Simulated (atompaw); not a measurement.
## Before and after: PAW (atompaw) potential for V

vanadium (V), PAW, made with atompaw 4.2.0.5 (PBE, scalar-relativistic). Core [Ar], reference 3d3 4s2 4p0. Waves: 4s (bound): rc 3.00 bohr; 4s channel at 1.7 Ry: rc 3.00 bohr; 4p (bound, empty): rc 2.50 bohr; 4p channel at 3.4 Ry: rc 3.00 bohr; 3d (bound): rc 1.55 bohr; 3d channel at -0.05 Ry: rc 1.55 bohr. Local part: bessel scheme, radius 2.95 bohr. Core correction: smooth core density matched at 2.65 bohr. Augmentation charge: sinc compensation charge, radius 2.45 bohr; PAW radius 3.00 bohr; waves and projectors: custom polynom2 7 10 vanderbiltortho.

Change: augmentation sinc compensation charge, radius 2.45 bohr; PAW radius 3.00 bohr; waves and projectors: custom polynom vanderbiltortho.

Cutoffs: the cutoffs (Ry, on a coarse ladder) from which the occupation-weighted sum of valence levels, in a spherical-Bessel basis at the reference potential, stays within 10 and 1 mRy of its value at 400 Ry; they do not see the model core or the augmentation charge, which bear on the density cutoff.

Problem. What does the change do?

Solution. The potential gets neither clearly harder nor softer (30 Ry and 230 Ry → 40 Ry and 70 Ry); the range in which the d phases agree widens (upper end 1.3 → 4.2); neither file shows a bound ghost.

| quantity | base | changed |
| --- | --- | --- |
| cutoff, loose | 30 Ry | 40 Ry |
| cutoff, tight | 230 Ry | 70 Ry |
| loose cutoff by channel (10 mRy a level) | s 6 Ry, d 25 Ry | s 6 Ry, d 35 Ry |
| bound ghosts | none | none |
| s: phases at 3.01 bohr within 0.05 rad from the reference energy up to (Ry; the scan ends near 5) | 3.0 | 3.0 |
| p: phases at 3.01 bohr within 0.05 rad from the reference energy up to (Ry; the scan ends near 5) | 4.2 | 4.2 |
| d: phases at 3.01 bohr within 0.05 rad from the reference energy up to (Ry; the scan ends near 5) | 1.3 | 4.2 |
| lowest overlap eigenvalue by channel | s 0.82, p 0.84, d 1.00 | s 0.23, p 0.31, d 1.00 |

 The cutoffs see the waves, projectors and local potential, not the compensation charge or the core.
